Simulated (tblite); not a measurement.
Species: C2H6ClSi4 (doublet state).
SMILES: `C#C[Si@@H]1[SiH2][SiH][Si@H]1Cl`

Computed geometry: GFN2-xTB, gas phase. This method treats the open shell by occupation alone, without spin polarisation.

Masses are those of the commonest isotopes; rigid-rotor values at the optimised geometry. 

Problem. Give the principal moments of inertia and the rotational constants in MHz.

Solution. Ia = 412.14, Ib = 657.84, Ic = 920.34 u·Å²; 505379 MHz·u·Å²/I gives A = 1226, B = 768.2, C = 549.1 MHz.

Problem. Classify the top.

Solution. An asymmetric top; Ray's κ = -0.353.

Problem. Is it planar, by Δ = Ic − Ia − Ib?

Solution. Not planar: Δ = Ic − Ia − Ib = -149.64 u·Å². For a rigid frame Δ = −2 Σ m c², so Σ m c² = 74.82 u·Å² lies off the ab plane: 15.71 from hydrogen and 59.11 from heavier atoms. The atom farthest from that plane is 2.03 Å away.

Problem. Give the other two planar moments, Paa and Pbb, and the rms extents of the mass along the axes.

Solution. Paa = Σ m a² = (Ib + Ic − Ia)/2 = 583.02 and Pbb = Σ m b² = (Ia + Ic − Ib)/2 = 337.32 u·Å². With the mass M = 176.92 u, the rms extents √(P/M) along a, b and c are 1.82, 1.38, 0.65 Å.

Problem. Give the coordinates in the principal-axis frame, origin at the centre of mass.

Solution. The sense of each axis is arbitrary; atoms in the order of the calculation.
```json
{"atom": "C1", "mass (u)": "12.000", "a (Å)": "3.296", "b (Å)": "1.932", "c (Å)": "-0.765"}
{"atom": "C2", "mass (u)": "12.000", "a (Å)": "2.399", "b (Å)": "1.391", "c (Å)": "-0.173"}
{"atom": "Si3", "mass (u)": "27.977", "a (Å)": "1.019", "b (Å)": "0.529", "c (Å)": "0.703"}
{"atom": "Si4", "mass (u)": "27.977", "a (Å)": "1.262", "b (Å)": "-1.817", "c (Å)": "0.544"}
{"atom": "Si5", "mass (u)": "27.977", "a (Å)": "-0.748", "b (Å)": "-1.846", "c (Å)": "-0.668"}
{"atom": "Si6", "mass (u)": "27.977", "a (Å)": "-0.929", "b (Å)": "0.485", "c (Å)": "-0.639"}
{"atom": "Cl7", "mass (u)": "34.969", "a (Å)": "-2.633", "b (Å)": "1.053", "c (Å)": "0.403"}
{"atom": "H8", "mass (u)": "1.008", "a (Å)": "4.083", "b (Å)": "2.409", "c (Å)": "-1.276"}
{"atom": "H9", "mass (u)": "1.008", "a (Å)": "1.017", "b (Å)": "1.160", "c (Å)": "2.032"}
{"atom": "H10", "mass (u)": "1.008", "a (Å)": "1.191", "b (Å)": "-2.591", "c (Å)": "1.794"}
{"atom": "H11", "mass (u)": "1.008", "a (Å)": "2.526", "b (Å)": "-2.285", "c (Å)": "-0.046"}
{"atom": "H12", "mass (u)": "1.008", "a (Å)": "-1.034", "b (Å)": "-2.676", "c (Å)": "-1.854"}
{"atom": "H13", "mass (u)": "1.008", "a (Å)": "-0.993", "b (Å)": "1.410", "c (Å)": "-1.781"}
```

For this open shell read J as N, the rotation without spin; fine and hyperfine splittings come on top. Its GFN2-xTB frequencies are all real (lowest 37 cm⁻¹). These are rigid-rotor constants of the computed structure; measured ground-state constants (B0) also hold zero-point vibration.
